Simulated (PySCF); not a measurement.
CH6BClOSi.

```xyz
11

B     -0.0422     0.4683     0.4079
Cl     0.9577     1.9448     0.2815
C     -1.0584     0.3540     1.5961
H     -1.6397    -0.5799     1.6029
H     -1.7605     1.2042     1.5736
H     -0.5229     0.4404     2.5565
O      0.1542    -0.4624    -0.5483
Si    -0.3874    -1.9757    -1.0184
H     -1.4767    -2.4556    -0.1182
H      0.7657    -2.9131    -0.9614
H     -0.8949    -1.8649    -2.4115
```

The structure is a stationary point at r2SCAN-D4/def2-SVP. This is a generated structure with no PubChem entry under its InChIKey; it may be hypothetical. Other conformers were not sampled.

All values below come from PBE/pcSseg-1 run with PySCF. Non-relativistic, no solvent.

Computed absolute GIAO shielding of each atom: isotropic value and principal components (ppm):
```csv
atom,σ(iso),σ11,σ22,σ33,span
B1,51.6,20.8,57.5,76.6,55.8
Cl2,728.0,455.1,824.0,905.0,449.9
C3,175.9,158.9,176.6,192.3,33.4
H4,30.6,25.6,29.8,36.3,10.8
H5,30.5,26.7,29.0,35.8,9.1
H6,30.5,26.7,29.0,35.8,9.1
O7,158.8,-1.7,159.6,318.6,320.4
Si8,372.2,328.6,338.3,449.8,121.2
H9,25.7,22.3,25.4,29.5,7.1
H10,26.0,22.9,24.4,30.8,7.9
H11,26.0,22.8,24.4,30.8,7.9
```
